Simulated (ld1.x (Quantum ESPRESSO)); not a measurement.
barium (Ba): variants of one TM potential

Base potential:

ld1.x (Quantum ESPRESSO) 7.5 input, shortened:

```
&input
   title='Ba', zed=56., rel=1, dft='WC', iswitch=3,
   config='[Xe] 4f-2 5d0.5 6s1.5 6p0'
 /
 &inputp
   pseudotype=2, tm=.true., lloc=0,
   nlcc=.true., new_core_ps=.true.
 /
4
6P  2  1   0.00   0.00  4.20  4.20  0.0
5D  3  2   0.50   0.00  3.00  3.00  0.0
4F  4  3  -2.00  -0.05  4.35  4.35  0.0
6S  1  0   1.50   0.00  4.20  4.20  0.0
 &test
   configts(1)='5d0.5 6s1.5 6p0'
 /
```

Cutoffs, loose and tight: the cutoffs (Ry, on a coarse ladder) from which the occupation-weighted sum of valence levels, in a spherical-Bessel basis at the reference potential, stays within 10 and 1 mRy of its value at 400 Ry. They do not see the model core or the augmentation charge, which bear on the density cutoff. Test errors are all-electron minus pseudo excitation energies from the reference, over the configurations 5d0 6s2 6p0; 5d0 6s1 6p0; 5d0 6s1.5 6p0; 5d0 6s0 6p2; 5d0 6s0 6p1; 5d1 6s0 6p0; 5d0 6s1 6p1. A dash means not determined; rows that change the core or the reference have their own tests. The largest error is taken over the tests solved by every variant that gives reliable tests at all: 5d0 6s1 6p0; 5d0 6s1.5 6p0; 5d0 6s2 6p0; 5d1 6s0 6p0.

A true bound ghost makes a file unfit for plane-wave use even where its test errors are small: the radial tests pick states by their node count and pass the ghost by. Where a test does run into it, the solver fails or the error is huge.

The default core radius of the base comes out at 3.12 bohr.

| change | outcome | cutoff, loose | cutoff, tight | bound ghosts | largest test error (meV) |
| --- | --- | --- | --- | --- | --- |
| base | generated | 8 Ry | 10 Ry | none | -29 |
| core correction Bessel-smoothed model core inside 2.76 bohr | generated | 8 Ry | 10 Ry | none | -30 |
| wave 6s (bound): rc 4.20 bohr becomes 6s (bound): rc 4.76 bohr | generated | 8 Ry | 10 Ry | none | -26 |
| functional PBE | generated | 8 Ry | 10 Ry | none | -26 |
| wave 4f channel at -0.05 Ry: rc 4.35 bohr becomes 4f channel at -0.05 Ry: rc 4.02 bohr | generated | 8 Ry | 10 Ry | none | -29 |

**Question.** What comes out with this change to the base: local potential the d channel?

**Answer.** outcome: generated; cutoff, loose: 8 Ry; cutoff, tight: 10 Ry; bound ghosts: s, p; largest test error (meV): -36.

**Question.** What comes out with this change to the base: all radii but the core radius scaled by about 0.78 (s 3.28, p 3.28, d 2.34, f 3.40 bohr)?

**Answer.** outcome: generated; cutoff, loose: 8 Ry; cutoff, tight: 12 Ry; bound ghosts: p; largest test error (meV): -22.
